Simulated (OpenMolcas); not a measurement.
Nb4+ among 4 point charges of -2.5 e arranged as a tetrahedron (Td).

- Program: OpenMolcas
- Method: SS-CASPT2, IPEA 0.25 Eh, imaginary shift 0.1 Eh (closed shells correlated: 4s 4p)
- Basis: ANO-RCC-VDZP [6s5p3d1f]
- Scalar Hamiltonian: DKH2, point nucleus
- Active space: 1 electron in 5 orbitals (4d)
- State averaging: 2S+1 = 2 even, 5 roots
- Spin-orbit coupling: RASSI with atomic mean-field integrals over the reference wave functions

All point charges move together. At R = 1.99 Å |10Dq| is 4955 cm-1, and at R = 2.21 Å it is 3624 cm-1.

**Question.** A third run gives 2766 cm-1. What distance was it run at?

**Answer.** With a power law R^-n the two known points give n = -ln(3624 / 4955) / ln(2.21 / 1.99) = 2.98. Then R = 1.99 × (4955 / 2766)^(1/2.98) = 2.420 Å. The run was at 2.37 Å, so the estimate is off by +0.050 Å.

Roots that are degenerate in the reference are averaged as groups; the widest CASPT2 spread within a group is 120 cm-1 (the 3-fold group of multiplicity 2 near 2770 cm-1 above the lowest state of its run, R = 2.37). Shifts and gaps below about the spread of the groups concerned are not significant. An orbital doublet at a regular site is open to a Jahn-Teller distortion, which this geometry leaves out. The ground term spreads over less than 5000 cm-1, several times less than with real ligands, so orbital moments are less quenched and χT lies further from the spin-only value than at real sites. Free-ion shares, where given, are those of the reference states; single-state CASPT2 does not remix them. Point charges carry no covalency, so the field is a model and not that of real ligands. No measured value stands beside these numbers.
